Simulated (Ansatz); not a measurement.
SnHMe2Cl (C₂H₇ClSn). Total charge 0; singlet. Geometry PBE-D4/def2-SVP, basis def2-TZVP, Ansatz.

```xyz
11

Sn   -0.527   -0.268    0.483
H    -2.234   -0.556    0.587
C    -0.037    1.831    0.310
H    -0.482    2.247   -0.616
H     1.062    1.946    0.272
H    -0.432    2.379    1.185
C     0.443   -1.494   -1.010
H     0.246   -2.562   -0.802
H     1.534   -1.311   -0.978
H     0.058   -1.238   -2.017
Cl    0.369   -0.973    2.585
```

| run | HOMO (eV) | LUMO (eV) |
| --- | --- | --- |
| A | -10.36 | 1.67 |
| B | -9.35 | 0.60 |
| C | -7.07 | -0.98 |
| D | -10.89 | 2.59 |
| E | -8.04 | -0.36 |
| F | -7.53 | -0.66 |

In the def2 sets Sn takes a core potential; there is no spin–orbit coupling.

Task: The runs used CAM-B3LYP, HF, PBE0, r2SCAN, r2SCANh, ωB97X-V. Estimate which is which.

Result: A ωB97X-V (range-separated); B CAM-B3LYP (range-separated); C r2SCAN (0 % exact exchange); D HF (100 % exact exchange); E PBE0 (25 % exact exchange); F r2SCANh (10 % exact exchange). Exact exchange lowers occupied and raises empty levels; among semilocal functionals meta-GGAs tend to open the gap a little, and such runs are hard to tell apart. The gap grows from 6.08 eV (r2SCAN) to 13.49 eV (HF).
